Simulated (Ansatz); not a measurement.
BBr3, charge +1, doublet, at a GFN2-xTB geometry (a state made from the parent by changing its charge; the spin is typed, not shown lowest); B3LYP/STO-3G (Ansatz, an electronic-structure program).

Ansatz was given this input:
Ansatz 0.2 input:
```yaml
crystal:
  periodic: [false, false, false]
  atoms:
    - {symbol: B, position_ang: [0.01822208, -0.01996261, -0.03797570]}
    - {symbol: Br, position_ang: [-1.51101818, -1.11325953, -0.13711035]}
    - {symbol: Br, position_ang: [0.01958531, 1.67059435, -0.86605595]}
    - {symbol: Br, position_ang: [1.48882972, -0.55448302, 1.00859141]}
basis:
  gaussian:
    orbitals: STO-3G
hamiltonian:
  xc: b3lyp
total_charge: 1
magnetization: {spin_polarized: true, initial_magnetization: 1}
output: {forces: true}
```

The log (banner, timings and long lists left out):

```
Functional definition: B3LYP
601 factors; integrals over basis functions are off by at most 2.9e-5 eV
mean field evaluation 1: about -208502.2273 eV, gradient 1.1e1 eV
mean field evaluation 2: about -208500.7757 eV, gradient 1.9e1 eV
mean field evaluation 4: about -208503.1478 eV, gradient 3.1e-1 eV
mean field evaluation 8: about -208503.1484 eV, gradient 9.8e-3 eV
mean field evaluation 16: about -208502.0802 eV, gradient 5.1e0 eV
mean field evaluation 32: about -208503.1484 eV, gradient 1.7e-2 eV
mean field -208503.14837780 eV, -7662.3493743743 hartree, gradient 2.0e-5 eV, S^2 0.750845; 6 other end points of the search recorded, 0 dependent functions left out
the calculation of the forces begins
reference -208503.14851572 eV, -7662.3493794427 hartree; 55, 54 occupied and 4, 5 virtual orbitals, 601 factors
Total energy: -208503.14851572 eV, -7662.3493794427 hartree
Atom 0 at     0.018222    -0.019963    -0.037976 Å, force    -0.110094     0.120540     0.229173 eV/Å
Atom 1 at    -1.511018    -1.113260    -0.137110 Å, force    -0.031736    -0.090701    -0.082674 eV/Å
Atom 2 at     0.019585     1.670594    -0.866056 Å, force     0.037651     0.035500    -0.115720 eV/Å
Atom 3 at     1.488830    -0.554483     1.008591 Å, force     0.104180    -0.065339    -0.030779 eV/Å
Dipole moment:     0.006098    -0.006681    -0.012709 e Å
```
